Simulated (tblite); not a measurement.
Compound: C₆H₁₃P.
Bonds: C1–C2 (double), C2–C3, C2–P4, P4–C5, C5–C6, C6–C7. Hydrogens: H8, H9 on C1; H10, H11, H12 on C3; H13 on P4; H14, H15 on C5; H16, H17 on C6; H18, H19, H20 on C7.

Computed with GFN2-xTB (tblite), gas phase: L-BFGS steps from a force-field or distance-geometry start until the largest atomic force falls under 0.01 eV/Å.

Geometry at step 25:
```
atom  x, y, z in Å
C1     -1.7988    1.4388   -0.5898
C2     -1.9950    0.1606   -0.2979
C3     -3.3606   -0.4706   -0.3919
P4     -0.6814   -1.0264    0.1958
C5      0.8092    0.0780    0.1900
C6      2.0994   -0.7374    0.2067
C7      3.3297    0.1682    0.3286
H8     -2.6106    2.0472   -0.9553
H9     -0.8469    1.9279   -0.5016
H10    -4.1463    0.2205   -0.0953
H11    -3.4302   -1.3604    0.2313
H12    -3.5488   -0.7716   -1.4189
H13    -0.5229   -1.5014   -1.1105
H14     0.7222    0.6724    1.1080
H15     0.8288    0.7360   -0.6793
H16     2.1683   -1.3061   -0.7237
H17     2.0682   -1.4684    1.0167
H18     3.1008    1.0459    0.9291
H19     4.1646   -0.3462    0.8039
H20     3.6449    0.5037   -0.6584
```

**Question.** What forces act on the atoms?

**Answer.** 
```json
{"atom": "C1", "Fx (eV/Å)": "-0.083", "Fy (eV/Å)": "-0.073", "Fz (eV/Å)": "-0.007"}
{"atom": "C2", "Fx (eV/Å)": "-0.169", "Fy (eV/Å)": "-0.008", "Fz (eV/Å)": "-0.045"}
{"atom": "C3", "Fx (eV/Å)": "0.074", "Fy (eV/Å)": "-0.007", "Fz (eV/Å)": "-0.043"}
{"atom": "P4", "Fx (eV/Å)": "-0.064", "Fy (eV/Å)": "0.099", "Fz (eV/Å)": "0.096"}
{"atom": "C5", "Fx (eV/Å)": "0.120", "Fy (eV/Å)": "-0.156", "Fz (eV/Å)": "0.066"}
{"atom": "C6", "Fx (eV/Å)": "0.130", "Fy (eV/Å)": "-0.020", "Fz (eV/Å)": "-0.011"}
{"atom": "C7", "Fx (eV/Å)": "-0.020", "Fy (eV/Å)": "-0.051", "Fz (eV/Å)": "0.012"}
{"atom": "H8", "Fx (eV/Å)": "-0.059", "Fy (eV/Å)": "0.083", "Fz (eV/Å)": "0.145"}
{"atom": "H9", "Fx (eV/Å)": "-0.006", "Fy (eV/Å)": "0.038", "Fz (eV/Å)": "-0.035"}
{"atom": "H10", "Fx (eV/Å)": "0.049", "Fy (eV/Å)": "0.072", "Fz (eV/Å)": "-0.007"}
{"atom": "H11", "Fx (eV/Å)": "0.088", "Fy (eV/Å)": "0.004", "Fz (eV/Å)": "0.037"}
{"atom": "H12", "Fx (eV/Å)": "-0.048", "Fy (eV/Å)": "-0.061", "Fz (eV/Å)": "-0.127"}
{"atom": "H13", "Fx (eV/Å)": "0.020", "Fy (eV/Å)": "-0.083", "Fz (eV/Å)": "-0.095"}
{"atom": "H14", "Fx (eV/Å)": "0.125", "Fy (eV/Å)": "0.079", "Fz (eV/Å)": "-0.105"}
{"atom": "H15", "Fx (eV/Å)": "-0.089", "Fy (eV/Å)": "0.051", "Fz (eV/Å)": "0.009"}
{"atom": "H16", "Fx (eV/Å)": "-0.011", "Fy (eV/Å)": "-0.057", "Fz (eV/Å)": "0.002"}
{"atom": "H17", "Fx (eV/Å)": "0.011", "Fy (eV/Å)": "0.094", "Fz (eV/Å)": "0.122"}
{"atom": "H18", "Fx (eV/Å)": "-0.005", "Fy (eV/Å)": "-0.012", "Fz (eV/Å)": "0.033"}
{"atom": "H19", "Fx (eV/Å)": "-0.076", "Fy (eV/Å)": "-0.036", "Fz (eV/Å)": "-0.128"}
{"atom": "H20", "Fx (eV/Å)": "0.012", "Fy (eV/Å)": "0.043", "Fz (eV/Å)": "0.081"}
```

The largest, 0.21 eV/Å, acts on C5; the rms over all components is 0.074 eV/Å. The forces sum to zero within rounding, as they must for an isolated molecule in no field.

**Question.** Give the force on C5 in Eh/bohr and in nN.

**Answer.** 0.208 eV/Å ÷ 51.422 = 0.00404 Eh/bohr, and 0.208 eV/Å × 1.602 = 0.33 nN.

**Question.** How far is this geometry from the end of the optimisation?

**Answer.** 0.169 eV above it, and 0.490 Å rms away after alignment. The bonds farthest from their final lengths, with half the difference of the two atoms' forces along the bond (positive lengthens):

```json
{"bond": "C6–C7", "now (Å)": "1.533", "final (Å)": "1.524", "force along bond (eV/Å)": "-0.07"}
{"bond": "C2–C3", "now (Å)": "1.507", "final (Å)": "1.499", "force along bond (eV/Å)": "-0.11"}
{"bond": "P4–C5", "now (Å)": "1.855", "final (Å)": "1.861", "force along bond (eV/Å)": "0.00"}
{"bond": "P4–H13", "now (Å)": "1.399", "final (Å)": "1.404", "force along bond (eV/Å)": "+0.12"}
{"bond": "C2–P4", "now (Å)": "1.838", "final (Å)": "1.833", "force along bond (eV/Å)": "+0.02"}
{"bond": "C3–H12", "now (Å)": "1.087", "final (Å)": "1.090", "force along bond (eV/Å)": "+0.06"}
```

The angle farthest from its final value is P4–C5–H14, 104.8° against 107.7°.
